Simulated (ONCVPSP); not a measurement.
# O: excitation energies, all-electron against ONCV

```
Element                 : oxygen
Generator               : ONCVPSP 4.0.1
Type                    : optimised norm-conserving Vanderbilt (ONCV)
Functional              : PW91
Relativity              : scalar-relativistic
Frozen core             : [He]
Valence charge          : 6
Reference configuration : 2s2 2p2 (charge +2)
Partial waves           : 2s: rc 0.85 bohr, ncon 4, nbas 8, qcut 6.1 1/bohr, local; 2p: rc 1.95 bohr, ncon 5, nbas 9, qcut 5.9 1/bohr, 3 projectors, debl 2.9 Ha; d scattering state at 0.36 Ha: rc 1.85 bohr, ncon 5, nbas 8, qcut 5.6 1/bohr, 1 projector
Local potential         : the s channel
Core correction         : Teter function, fcfact 2.75, rcfact 1.3
```

Energies are relative to the spin-unpolarised reference configuration 2s2 2p2; without spin polarisation the order of configurations can differ from experiment.

```csv
valence configuration,charge,ΔE all-electron (eV),error AE − PS (meV)
2s2 2p4,0,-50.225,+931
2s2 2p1,+3,54.004,+686
```

Problem. What are ΔE and the potential's error for 2s0 2p6?

Solution. ΔE = -20.357 eV all-electron; the error (AE − PS) is +2171 meV.

Problem. What are ΔE and the potential's error for 2s2 2p3?

Solution. ΔE = -33.701 eV all-electron; the error (AE − PS) is +362 meV.
